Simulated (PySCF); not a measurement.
**The 26-electron isoelectronic series, spin-free X2C**

Calculated with PySCF 2.14 from differences of total energies of unrestricted determinants, without spin-orbit coupling. Each ion has its own even-tempered basis scaled to its charge (21s14p10d5f4g for the first); frozen: [Ne]. Ionisation energies in eV.

| ion | configuration | UHF | LDA | PBE | PBE0 | r2SCAN | MP2 (outer shells) | NIST (with spin-orbit, Breit and QED) |
| --- | --- | --- | --- | --- | --- | --- | --- | --- |
| Ga⁵⁺ | [Ar] 3d8 (3F) | 110.51 | 113.48 | 113.01 | 112.78 | 112.98 | 112.72 | 112.7 ± 1.1 (t) |
| Se⁸⁺ | [Ar] 3d8 (3F) | 218.75 | n/a | n/a | n/a | n/a | n/a | 219 ± 2.2 (t) |
| Kr¹⁰⁺ | [Ar] 3d8 (3F) | 306.91 | n/a | n/a | n/a | n/a | 308.74 | 308 ± 3 (t) |
| Rb¹¹⁺ | [Ar] 3d8 (3F) | 355.72 | 358.10 | 357.65 | 357.64 | 358.00 | 357.51 | 356 ± 2.5 (t) |
| Pd²⁰⁺ | [Ar] 3d8 (3F) | 934.57 | 936.37 | 935.95 | 936.14 | 936.79 | 936.17 | 933 ± 4 (t) |
| Ag²¹⁺ | [Ar] 3d8 (3F) | 1014.3 | 1016.0 | 1015.6 | 1015.8 | 1016.5 | 1015.9 | 1013 ± 4 (t) |
| Cd²²⁺ | [Ar] 3d8 (3F) | 1097.1 | 1098.7 | 1098.3 | 1098.6 | 1099.3 | 1098.6 | 1095 ± 4 (t) |
| In²³⁺ | [Ar] 3d8 (3F) | 1182.9 | 1184.5 | 1184.1 | 1184.4 | 1185.1 | 1184.5 | 1181 ± 4 (t) |
| Sn²⁴⁺ | [Ar] 3d8 (3F) | 1271.8 | 1273.4 | 1273.0 | 1273.3 | 1274.0 | 1273.4 | 1269 ± 4 (t) |
| Sb²⁵⁺ | [Ar] 3d8 (3F) | 1363.8 | 1365.3 | 1364.9 | 1365.2 | 1366.0 | 1365.3 | 1360 ± 4 (t) |

Each ion has its own basis, which adds noise of up to about 0.1 % along the series.

NIST values marked (s) are semi-empirical, (t) theoretical. Open shells are high-spin determinants of the terms that Hund's rules give.

Spin-orbit coupling of the open shells is absent from the calculated values and included in NIST's; it grows fast with Z.
